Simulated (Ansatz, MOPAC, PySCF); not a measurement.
System: H2Mg, singlet: symmetric bend, bond length relaxed. Scanned: H-Mg-H angle. Other coordinates (Mg-H bond length) were minimised at B3LYP/def2-TZVP. Each profile is relative to its own lowest point.

```json
[
 {"a / °": "180", "A": "0.0", "B": "0.0", "C": "0.0"},
 {"a / °": "171.12", "A": "0.5", "B": "0.4", "C": "0.5"},
 {"a / °": "161.61", "A": "2.3", "B": "1.8", "C": "2.2"},
 {"a / °": "149.45", "A": "6.1", "B": "5.1", "C": "6.2"},
 {"a / °": "138.26", "A": "11.3", "B": "9.7", "C": "11.7"},
 {"a / °": "130.31", "A": "16.0", "B": "14.0", "C": "16.7"},
 {"a / °": "120.99", "A": "22.5", "B": "20.2", "C": "24.0"},
 {"a / °": "109.49", "A": "32.6", "B": "29.9", "C": "35.1"},
 {"a / °": "97.50", "A": "45.9", "B": "43.0", "C": "49.4"},
 {"a / °": "88.15", "A": "58.9", "B": "55.8", "C": "63.0"},
 {"a / °": "81.27", "A": "70.2", "B": "67.0", "C": "74.5"},
 {"a / °": "68.77", "A": "95.4", "B": "92.2", "C": "99.4"},
 {"a / °": "60", "A": "117.1", "B": "113.9", "C": "120.8"}
]
```

Energies in mEh.

### Question
Match the curves with the methods AM1, restricted, heats of formation run with MOPAC; restricted B3LYP/LANL2DZ, with its core potentials past Ne run with PySCF; restricted PBE0/aug-cc-pVTZ in Ansatz (a program for electronic structure).

### Answer
A is RKS-B3LYP/LANL2DZ; B is RKS-PBE0/aug-cc-pVTZ; C is AM1.
